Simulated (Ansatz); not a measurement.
A made-up structure of CH$_{3}$LiSe, singlet:

```xyz
6
angstrom
Li -0.9576 -2.1202 0.8521
Se 0.3316 0.5469 -0.1763
C -1.3151 -0.5214 -0.3466
H 1.5329 -0.2266 -0.6647
H 0.1650 1.7764 -1.0369
H 0.5505 0.9827 1.2528
```

It is relaxed with PBE-D4/def2-SVP and then PBE0-D4/def2-TZVP (Ansatz 0.2.0). Atoms count as bonded within 1.22 times the sum of their covalent radii (H–H: 0.88 Å). The end point is not checked to be a true minimum.

Problem. Does its bonding change? (A judgement: the text doesn't fix the answer.)

Solution. Computed: No: no bond forms or breaks.

Where it ends: The first stage lowers the energy by 2.14 eV in 11 steps. It ends as CH₃LiSe ([Li][C][SeH3]):
```
6
angstrom
Li -1.5398 -2.3177 0.6765
Se 0.2314 0.3875 -0.1264
C -1.0401 -0.7169 -0.0798
H 1.7030 0.1733 -0.6553
H 0.1231 1.6603 -0.9858
H 0.8296 1.2513 1.0513
```

Labels in which every atom is bracketed show which atoms are joined, not bond orders.

For scale, one of the runs: PBE0-D4/def2-TZVP relaxation, 111 basis functions, launched by `ansatz run in.yaml --threads 2 --pin off --events-out ev --progress --plain --max-ram 4352MiB`. Hardware: 2 CPU threads of an Intel Xeon 6975P-C, shared host. Wall time about 9 s.
